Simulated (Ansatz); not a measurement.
Geometry optimisation, Ansatz, UKS CAM-B3LYP-D4/def2-SVP.

The input (input.yaml):

```yaml
crystal:
  periodic: [false, false, false]
  atoms:
    - { symbol: Br, position_ang: [-1.77164, -1.637023, 0.37465] }
    - { symbol: B, position_ang: [-0.55585, -0.388269, -0.628007] }
    - { symbol: C, position_ang: [0.668663, 0.50905, 0.518877] }
    - { symbol: H, position_ang: [0.294496, -0.985867, -1.244974] }
    - { symbol: H, position_ang: [-1.128252, 0.606996, -1.002011] }
    - { symbol: H, position_ang: [0.021803, 1.072767, 1.196067] }
    - { symbol: H, position_ang: [1.225425, 1.117674, -0.196603] }
    - { symbol: H, position_ang: [1.245355, -0.295328, 0.982] }
magnetization:
  spin_polarized: true
  initial_magnetization: 1
basis:
  gaussian: { orbitals: def2-SVP }
hamiltonian:
  xc: cam_b3lyp
  dispersion: d4
relax:
  f_tol: 0.03
  max_steps: 50
output:
  orbitals: {}
```

Command:

```bash
$ ansatz run input.yaml --threads 4 --pin off --max-ram 5120MiB --backend cpu --events-out ev --progress --plain --runs-dir out
```

Question: Where does it end, and by what steps?

Answer: The forces met the threshold. After 7 steps the energy has fallen by 0.064 eV; Br1 moved furthest, 0.24 Å.

| step | energy less start (eV) | largest force component (eV/Å) | accepted |
| --- | --- | --- | --- |
| 0 | 0.0000 | 0.702 | yes |
| 1 | -0.0527 | 0.261 | yes |
| 2 | -0.0616 | 0.062 | yes |
| 3 | -0.0630 | 0.074 | yes |
| 4 | -0.0622 | 0.166 | no |
| 5 | -0.0637 | 0.038 | yes |
| 6 | -0.0642 | 0.031 | yes |
| 7 | -0.0643 | 0.014 | yes |

```xyz
8
Properties=species:S:1:pos:R:3
Br -1.605 -1.503 0.487
B -0.531 -0.363 -0.675
C 0.620 0.463 0.548
H 0.274 -0.971 -1.341
H -1.127 0.599 -1.095
H -0.007 1.035 1.237
H 1.169 1.068 -0.181
H 1.207 -0.329 1.019
```

Whether the end is a true minimum wasn't checked by a vibrational analysis.

Time of the run: 27 s on 4 threads of Arm Neoverse N1, on a shared host, peak memory 0.27 GiB.
